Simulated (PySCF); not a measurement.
Species: C4H5Br.
Numbering: `[CH:1]#[C:2][C@H:3]([CH3:4])[Br:5]` (hydrogens: H6 on C1; H7 on C3; H8, H9, H10 on C4)

The calculation used PBE0-D3(BJ)/def2-SVP geometry optimisation, gas phase (PySCF 2.14.0).

Task: What internal coordinates does the optimisation give?

Result: 
```csv
bond,length (Å)
C1≡C2,1.211
C2–C3,1.449
C3–C4,1.518
C3–Br5,1.976
C1–H6,1.074
C3–H7,1.100
"C4–H8, C4–H9, C4–H10",1.099
```

Bonds in one row agree within 0.01 Å and their mean is given. A selection of angles:
```csv
angle,degrees
C2–C1–H6,179.4
C1–C2–C3,178.1
C2–C3–C4,113.5
C2–C3–Br5,109.5
C2–C3–H7,109.6
C4–C3–Br5,109.8
C4–C3–H7,110.8
Br5–C3–H7,103.2
C3–C4–H8,110.7
C3–C4–H9,109.3
H8–C4–H9,108.5
```

The 3 C–C bonds span 1.211 Å (C1≡C2, drawn triple) to 1.518 Å (C3–C4, drawn single), a spread of 0.307 Å.

Point group: C1 (no symmetry element, even within 0.4 Å). Whether it is a minimum is left open (no frequencies).
